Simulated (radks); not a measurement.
Spherical quantum dot in the effective-mass picture: electrons in a well V = -V0 / (1 + exp((r - R)/a)) with V0 = 30.7, R = 1.38, a = 0.1, with a point charge +2 (a donor) at the centre, all in effective atomic units (hartree* = m*/eps^2 hartree, bohr* = eps/m* bohr), one dielectric constant everywhere. Calculated with a radial shooting solver with Libxc functionals: non-relativistic Kohn-Sham, LDA (Slater exchange, Perdew-Wang correlation), spin-polarised, spherical densities. Levels are named by radial order and angular momentum (1s, 1p, 1d, 2s, ...), and open shells are averaged over m. Results are scaled to m* = 0.157 and eps = 8.2, for which hartree* = 63.54 meV and bohr* = 2.764 nm.

N = 9, configuration 1s2 1p6 1d(up 1, down 0). This is the lowest configuration that the search found. Occupied and some empty levels:

level,occupation,eigenvalue (meV),<r> (nm)
1s up,1,-1425.1,1.785
1s down,1,-1422.3,1.778
1p up,3,-1234.3,2.362
1p down,3,-1230.2,2.360
1d up,1,-1035.6,2.627
2s up,0,-1035.0,2.045
2s down,0,-1032.2,2.050
1d down,0,-1031.1,2.627
1f up,0,-804.64,2.817
1f down,0,-800.09,2.818
2p up,0,-682.09,2.303
2p down,0,-679.30,2.304

Energy (meV): total -13930.9, kinetic 2336.9, external -18583, Hartree 2810.5, exchange-correlation -495.48.
